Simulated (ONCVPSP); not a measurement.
**lutetium, ONCV: configuration errors across variants**

| Property | Result |
| --- | --- |
| Element | Lu |
| Generator | ONCVPSP 4.0.1 |
| Type | optimised norm-conserving Vanderbilt (ONCV) |
| Functional | LDA (Perdew-Wang 92) |
| Relativity | scalar-relativistic |
| Frozen core | [Kr] 4d10 |
| Valence charge | 25 |
| Reference configuration | 4f14 5s2 5p6 5d1 6s1.5 (charge +0.5) |
| Partial waves | 5s+6s: rc 2.05 bohr, ncon 4, nbas 9, qcut 6.4 1/bohr, 2 projectors; 5p: rc 1.45 bohr, ncon 4, nbas 9, qcut 6.8 1/bohr, 2 projectors, debl 3.9 Ha; 5d: rc 3.00 bohr, ncon 4, nbas 9, qcut 5.2 1/bohr, 2 projectors, debl 1.6 Ha; 4f: rc 1.05 bohr, ncon 4, nbas 9, qcut 18.5 1/bohr, 2 projectors, debl 3.9 Ha |
| Local potential | polynomial inside 0.85 bohr (lpopt 5, dvloc0 6 Ha) |
| Core correction | polynomial model core, fcfact 0.25 |

All-electron excitation energies from the reference (eV): (1) 4f14 5s2 5p6 5d1 6s2 -3.076; (2) 4f14 5s2 5p6 5d1 6s1 4.500; (3) 4f14 5s2 5p6 5d1 6s0 18.065; (4) 4f13 5s2 5p6 5d2 6s1 15.932.

2 further variants failed, have other tests or too few solved ones, and are left out.

A true bound ghost makes a file unfit for plane-wave use even where its test errors are small: the radial tests pick states by their node count and pass the ghost by.

Errors AE − PS in meV (a dash: test not solved or not reliable):

```tsv
change	(1)	(2)	(3)	(4)	bound ghosts	GHOST(+) flags above zero
base	+0.6	-1.3	-6.4	-141	s	p, d
all radii but the core radius scaled by about 0.82 (s 1.68, p 1.18, d 2.44, f 0.86 bohr); local potential polynomial inside 0.70 bohr (lpopt 5, dvloc0 6 Ha)	+0.6	-1.2	-5.3	-137	s, d	p
all radii but the core radius scaled by about 1.08 (s 2.22, p 1.56, d 3.24, f 1.14 bohr); local potential polynomial inside 0.92 bohr (lpopt 5, dvloc0 6 Ha)	+0.6	-1.3	-7.4	-50	s	d
```

Task: Give the same row for: all radii but the core radius scaled by about 0.90 (s 1.84, p 1.30, d 2.70, f 0.94 bohr); local potential polynomial inside 0.76 bohr (lpopt 5, dvloc0 6 Ha).

Result: +0.6, -1.2, -5.6, -131; bound ghosts: s; GHOST(+) flags above zero: p, d.
